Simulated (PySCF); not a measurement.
GeF(OH) + F₂ → GeOF₂ + HF

Level: PBE0 in the def2-TZVP basis family, all electrons, no relativity, computed in PySCF with density fitting; open shells unrestricted.

```
species                                                                state and structure  ZPE (kJ/mol)  H(298 K) − H(0) (kJ/mol)  S° (J/(mol K))
GeF(OH)  singlet, Cs, Ge–F 1.767 Å, Ge–O 1.771 Å, O–H 0.964 Å; F–Ge–O 97.1°, Ge–O–H 113.9°          40.4                      12.6           280.6
     F₂                                                          singlet, D∞h, F–F 1.376 Å           6.6                       8.7           201.9
  GeOF₂   singlet, C2v, Ge–F 1.702 Å (×2), Ge–O 1.618 Å; F–Ge–F 101.1°, F–Ge–O 129.4° (×2)          19.3                      14.5           294.3
     HF                                                          singlet, C∞v, H–F 0.920 Å          24.9                       8.7           173.6
```

(1) Is the gas-phase reaction uphill or downhill in electronic energy at this level, and by how much?

(2) Add zero-point, thermal and entropy terms for 298.15 K and 1 bar.

## Answers

(1) At PBE0/def2-TZVP, ΔE = -369.7 kJ/mol, downhill. 

(2) ΔZPE = -2.8 and Δ[H(298) − H(0)] = 1.9 kJ/mol give ΔH° = -370.6 kJ/mol. ΔS° = -14.6 J/(mol K), so ΔG° = -370.6 − 298.15 × (-0.0146) = -366 kJ/mol.

The structures come from searches over a few start shapes, so lower isomers are not excluded.
